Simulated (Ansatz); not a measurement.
Isolated molecules relaxed with PBE0-D4/def2-TZVP in Ansatz; ΔE leaves out vibrations. CCSD(T)/CBS adds triple-zeta CCSD(T) − MP2 to the extrapolated MP2 energy (def2 sets, frozen cores). This one scheme is used for every species. Functionals use def2-TZVPP. For Se outer-core shells are correlated without core-valence functions, which leaves a few kJ/mol of doubt a bond. Scalar relativity is left out up to krypton. One conformer a species, not always the lowest.

Reaction (formal exchange of groups at the Al–Cl bond): `[NH2][AlH][Cl]` + `CC=[Se]` → `[NH2][AlH][CH2]C=[Se]` + HCl

```json
{"level": "LDA (SPW92)", "ΔE (eV)": "1.30"}
{"level": "r2SCANh-D4", "ΔE (eV)": "1.48"}
{"level": "revPBE", "ΔE (eV)": "1.48"}
{"level": "CAM-B3LYP", "ΔE (eV)": "1.59"}
{"level": "LC-ωPBE", "ΔE (eV)": "1.56"}
{"level": "CCSD(T)/def2-TZVPP", "ΔE (eV)": "1.53"}
{"level": "SCS-MP2/def2-QZVPP", "ΔE (eV)": "1.60"}
{"level": "HF/CBS(def2)", "ΔE (eV)": "1.80"}
```

Task: What does CCSD(T)/CBS give? (An estimate is asked.)

Result: The calculation gave: +1.54 eV. The listed levels differ from it by -0.24, -0.06, -0.06, 0.05, 0.02, -0.01, 0.06, 0.26 eV.

Largest T1 diagnostic among the species: 0.017.

From r2SCAN to r2SCAN0 (25 % exact exchange), in def2-TZVPP and without D4, ΔE moves by +0.05 eV. In def2-TZVPP, CCSD(T) changes the Hartree–Fock value by −0.27 eV (the triples alone add −0.05 eV) and MP2 by −0.27 eV. At CCSD(T), def2-SVP lies +0.07 eV from the extrapolated value and def2-TZVPP −0.01 eV.
